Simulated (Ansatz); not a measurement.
Start from `F[CH2][GeH2][SH]` and change one atom or group to get `F[CH2][GeH2][Br]`.

Ansatz, PBE0-D4/def2-TZVP geometries, multiplicity 1. Each molecule was computed in one conformer, which needn't be the lowest.

Scalar relativity is left out up to krypton.

```
                                          property  `F[CH2][GeH2][SH]`
    size of the dipole moment (PBE/def2-TZVPP) / D                1.68
size of the dipole moment (ωB97M-V/def2-TZVPP) / D                1.79
  size of the dipole moment (B3LYP/def2-TZVPP) / D                1.78
                LUMO energy (PBE0/def2-TZVPP) / eV                0.07
             HOMO energy (ωB97M-V/def2-TZVPP) / eV               -9.51
              HOMO–LUMO gap (PBE0/def2-TZVPP) / eV                7.38
```

(1) Give the same properties after the change, and the shifts. (An estimate is asked.)

Answers

(1) Computed: 
```csv
property,`F[CH2][GeH2][Br]`,shift
size of the dipole moment (PBE/def2-TZVPP) / D,0.54,-1.14
size of the dipole moment (ωB97M-V/def2-TZVPP) / D,0.48,-1.31
size of the dipole moment (B3LYP/def2-TZVPP) / D,0.45,-1.33
LUMO energy (PBE0/def2-TZVPP) / eV,-0.63,-0.70
HOMO energy (ωB97M-V/def2-TZVPP) / eV,-10.45,-0.94
HOMO–LUMO gap (PBE0/def2-TZVPP) / eV,7.62,0.24
```

With PBE0 the HOMO falls by 0.94 eV and the LUMO falls by 0.70 eV, so the gap widens by about 0.24 eV. PBE moves the HOMO by -0.87 eV and ωB97M-V by -0.94 eV. Dipoles are sizes alone; their direction can turn.

B3LYP here is the variant with VWN-RPA as its local correlation; programs differ in this.

Spin–orbit coupling is left out; it splits and shifts lone-pair levels of the heavy atoms by tenths of an eV.
